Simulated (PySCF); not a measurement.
Two-component Hartree-Fock for Bi(74+) (bismuth, charge +74)

Start: [He] 2s2 2p5; 2p1/2 filled at m_j = -1/2, +1/2; 2p3/2 filled at m_j = -1/2, +1/2, +3/2. Calculated with PySCF 2.14 in an even-tempered Gaussian basis (16 s from 64 bohr⁻², ratio 2.4; 13 p from 83 bohr⁻², ratio 2.4; 5 d from 280 bohr⁻², ratio 2.6; 4 f from 420 bohr⁻², ratio 2.6): generalised Hartree-Fock with the X2C-1e Hamiltonian and a Gaussian nucleus; one run each with spin-orbit coupling (SO) switched off, then screened by Boettger's factors.

```
spinor shell  electrons  ε, spin-free (eV)  ε, screened SO (eV)  weight of nominal j (screened SO)  rms radius, screened SO (bohr)
       1s1/2          2           -98668.3             -98616.5                              1.000                          0.0177
       2s1/2          2           -23490.0             -23475.4                              1.000                          0.0703
       2p1/2          2           -21213.1             -22961.1                              1.000                          0.0592
       2p3/2          3           -21213.1             -20541.5                              1.000                          0.0671
```

```json
{"quantity": "E (hartree)", "spin-free": "-13522.96934", "screened SO": "-13579.55025"}
{"quantity": "M_J", "spin-free": "3/2", "screened SO": "3/2"}
{"quantity": "⟨J²⟩", "spin-free": "3.750", "screened SO": "3.750"}
{"quantity": "⟨L²⟩", "spin-free": "2.000", "screened SO": "2.043"}
{"quantity": "⟨S²⟩", "spin-free": "0.750", "screened SO": "0.793"}
```

Each row is a mean over spinors that exchange with the open shell spreads, by up to 75.069 eV (2s1/2).

Breit and QED terms are absent; they matter most for the inner s and p1/2 levels.

Densities and radii are taken from the X2C orbitals without a picture-change correction, which distorts them close to the nucleus.

Without spin-orbit coupling the j labels of p, d and f shells carry no meaning; the spin-free column gives the mean over the occupied spinors of each nl shell.
